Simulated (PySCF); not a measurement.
# Computed properties of Si(Me)(OH)2(SH) (CH6O2SSi), SMILES O[Si](O)(C)S

CH₆O₂SSi, SMILES C[Si](O)(O)S. Geometry optimised at PBE0-D3(BJ)/def2-SVP. One conformer was computed; it need not be the lowest. All values are computed for the isolated molecule unless a solvent is named; none is compared with measurement here.

**Structure.** All 27 harmonic modes at PBE0-D3(BJ)/def2-SVP (PySCF) are real, so it is a minimum. With heavy atoms numbered as in [CH3:1][Si:2]([OH:3])([OH:4])[SH:5], the shortest bond between them is Si2–O3 at 1.652 Å and the longest Si2–S5 at 2.157 Å.

**Vibrations.** The strongest infrared lines (harmonic, unscaled, degenerate partners summed) lie at 845 cm⁻¹ (279 km/mol, H 57 %, O 23 %, Si 13 %), 799 cm⁻¹ (196 km/mol, H 69 %, O 25 %), 973 cm⁻¹ (146 km/mol, Si 47 %, O 37 %, H 15 %). The softest mode is at 127 cm⁻¹ and the zero-point energy is 47.4 kcal/mol.

**Electronic structure.** CAM-B3LYP/def2-TZVP (PySCF) places the frontier levels at -8.83 and 1.06 eV, a gap of 9.89 eV, and gives a dipole moment of 1.01 D and a mean polarisability of 60.2 bohr³. PBE/def2-TZVP (PySCF) at the same geometry gives -6.20 and -0.68 eV, so its gap is 4.37 eV narrower. An orbital gap is neither the optical nor the fundamental gap.

**Excitations.** TDDFT-M06-2X/def2-SVPD (PySCF) has S1 at 6.04 eV (205 nm, f = 0.014, weak); the most intense of the 10 singlets computed lies at 6.82 eV (f = 0.07). T1 (TDA) is at 5.76 eV. TDDFT-PBE/def2-SVPD (PySCF) puts S1 at 5.41 eV. No vertical singlet excitation falls in the visible range (under 3.1 eV).

**NMR.** GIAO shifts at B3LYP/pcSseg-1 (PySCF) (non-relativistic, atoms alike by connectivity averaged): ¹³C at 5.1 ppm against TMS; ¹H from 0.6 to 2.0 ppm against TMS; ²⁹Si at -0.3 ppm against TMS.

**Solvation.** SMD-PBE0/def2-SVP (PySCF) gives -8.4 kcal/mol in water, -4.2 kcal/mol in n-hexane, -6.7 kcal/mol in ethylethanoate (1 M in both phases, gas-phase geometry); of these solvents water holds the molecule best.
